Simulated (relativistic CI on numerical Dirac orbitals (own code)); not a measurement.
**Os⁵⁺: 5p photoemission**

Computed with this model: Dirac-Coulomb-Breit CI, separate exchange-only KLI orbitals for each configuration, QED by a radiative potential, valence Slater integrals scaled by 0.9, multiplet model of photoemission in the sudden approximation; configurations [Xe] 4f14 5d3 → [Kr] 4d10 4f14 5s2 5p5 5d3; 80 K; Lorentzian 2.1 eV and Gaussian 0.6 eV FWHM. Energies are those of the free ion, without screening or charge transfer. The energies are binding energies and can lie tens of eV above those of solids. S is read from ⟨S²⟩ = S(S + 1).

free ion: ground-state S = 1.40, centroid 120.80 eV. Peaks (eV, height): 113.6 (100), 121.0 (26), 133.2 (33), 138.6 (25).

Strongest unbroadened transitions for free ion:

```
Energy (eV)  Relative strength
     113.30              100.0
     113.47               77.3
     113.61               35.4
     113.81               25.5
     115.08               16.9
     115.26               72.6
     115.91               51.1
     117.00               11.4
     120.70               12.3
     120.91               13.9
     121.40               16.7
     121.96                9.9
     122.68               13.1
     131.41                6.6
     131.69                9.6
     133.25               67.7
     133.99                9.3
     138.57               54.9
```
